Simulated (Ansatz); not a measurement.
Basis-set extrapolation for `[OH][Al]1[CH2][CH2]1` (PBE0-D4/def2-TZVP geometry, frozen core, the Gaussian-basis code of Ansatz). Multiplicity 1, RHF reference.

|  | def2-TZVPP | def2-QZVPP |
| --- | --- | --- |
| HF | -395.484968 | -395.499350 |
| MP2 correlation | -0.660434 | -0.707333 |
| CCSD(T) correlation | -0.714125 | not run |

Energies in hartree. Use E(X) = E(∞) + A·exp(−7.88·√X) for Hartree–Fock and E(X) = E(∞) + B·X^(−2.97) for correlation, with X = 3 and 4, and add CCSD(T) minus MP2 of the smaller set to the MP2 limit.

What is the CCSD(T) energy at the basis-set limit?

HF limit: -395.499350 + (-0.014382) × 0.13774 = -395.50133. MP2 limit: -0.707333 + (-0.046899) × 0.74074 = -0.74207. Higher-order term: -0.714125 − (-0.660434) = -0.05369. Total: -396.29709 hartree, 61.5 kcal/mol below CCSD(T)/def2-TZVPP.
